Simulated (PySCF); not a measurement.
## Dipole moment and polarisability of `CS(=O)(=O)c1ccncc1`

C6H7NO2S.
Geometry (PBE0-D3(BJ)/def2-SVP, Å), atoms numbered from 1 in this order:
```xyz
17
C6H7NO2S angstrom
C     -2.391   -0.177    1.161
S     -1.740    0.070   -0.481
O     -2.163    1.393   -0.928
O     -2.029   -1.132   -1.256
C      0.032    0.129   -0.231
C      0.779   -1.038   -0.336
C      2.157   -0.930   -0.149
N      2.773    0.219    0.115
C      2.039    1.326    0.196
C      0.654    1.345    0.027
H     -2.018   -1.129    1.560
H     -3.482   -0.214    1.030
H     -2.108    0.671    1.796
H      0.296   -1.988   -0.578
H      2.792   -1.820   -0.224
H      2.578    2.257    0.400
H      0.075    2.270    0.070
```

Level: wB97X-D/def2-SVPD (PySCF), static field, nuclei fixed, core orbitals frozen in the response. The polarisability tensor in these axes (au):

```
x   122.62   0.49   2.30
y     0.49 103.67   4.79
z     2.30   4.79  74.08
```

Task: Give the principal values, the mean and the anisotropy Δα = √{½[(α1 − α2)² + (α2 − α3)² + (α1 − α3)²]}.

Result: Principal values 73.22, 104.39 and 122.76 au; mean 100.12 au = 14.84 Å³ = 16.51 × 10⁻⁴⁰ C²·m²/J; Δα = 43.37 au (43 % of the mean).

Task: What is the dipole moment, and where does it point?

Result: (0.59, -0.46, 3.80) D, 3.87 D in size, pointing from the negative to the positive side. Measured along this direction, the outermost atoms are O3 and O4 at the negative end and H13 and H11 at the positive end.

Task: Directions of the eigenvectors, and the extent of the frame along each?

Result: Largest value along (1.00, 0.04, 0.05), where the nuclei span 6.21 Å; middle along (-0.05, 0.99, 0.15), 4.31 Å; least along (-0.04, -0.15, 0.99), 2.84 Å. The response follows the extents in order.

Task: Estimate the molar refractivity from the static electronic polarisability.

Result: Lorentz–Lorenz: R = (4π/3)N_A α = 2.5225 cm³/(mol·Å³) × 14.84 Å³ = 37.4 cm³/mol, in the limit of long wavelengths.

Task: What are the principal values of the traceless quadrupole moment, Θ = ½Σq(3rr − r²1), about the centre of nuclear charge?

Result: -18.39, 6.99, 11.40 D·Å. The values depend on the origin, since the dipole doesn't vanish. The electronic extent ⟨r²⟩ about the same centre is 1610 bohr², a root-mean-square distance of 2.34 Å for the 82 electrons.

Isolated species at its PBE0-D3(BJ)/def2-SVP geometry (one conformer only).

The run behind these numbers computed excited states and ΔSCF ions as well. Time: 8.3 min of wall time. Hardware: one thread of an Arm Neoverse V1 (shared host).
